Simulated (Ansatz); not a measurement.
ClRb, charge -1, doublet, geometry from GFN2-xTB (such geometries of metal compounds can be far from the true shape) (a state made from the parent by changing its charge; the spin is typed, not shown lowest) (core potentials on Rb) (a gas-phase anion, which may not be bound at this level); WB97X-V/def2-TZVP (Ansatz, an electronic-structure program).

Here is a job for Ansatz.
Ansatz 0.2 input:
```yaml
crystal:
  periodic: [false, false, false]
  atoms:
    - {symbol: Rb, position_ang: [-0.00000000, -0.00000000, -1.23734053]}
    - {symbol: Cl, position_ang: [0.00000000, 0.00000000, 2.69303528]}
basis:
  gaussian:
    orbitals: def2-TZVP
hamiltonian:
  xc: {name: wB97X-V}
total_charge: -1
magnetization: {spin_polarized: true, initial_magnetization: 1}
```

It wrote (shortened):

```
Functional definition: wB97X-V
587 factors; their error is unknown
212 factors; integrals over basis functions are off by at most 4.0e-5 eV
mean field evaluation 1: about -13177.8268 eV, gradient 1.2e1 eV
mean field evaluation 2: about -13178.3880 eV, gradient 9.5e0 eV
mean field evaluation 4: about -13178.7297 eV, gradient 4.8e-1 eV
mean field evaluation 8: about -13178.7694 eV, gradient 7.7e-2 eV
mean field evaluation 16: about -13178.7699 eV, gradient 4.6e-4 eV
mean field -13178.76985163 eV, -484.3108591565 hartree, gradient 5.5e-5 eV, S^2 0.750139; 3 other end points of the search recorded, 0 dependent functions left out
reference -13178.76986428 eV, -484.3108596211 hartree; 14, 13 occupied and 56, 57 virtual orbitals, 587 factors
Total energy: -13178.76986428 eV, -484.3108596211 hartree
```
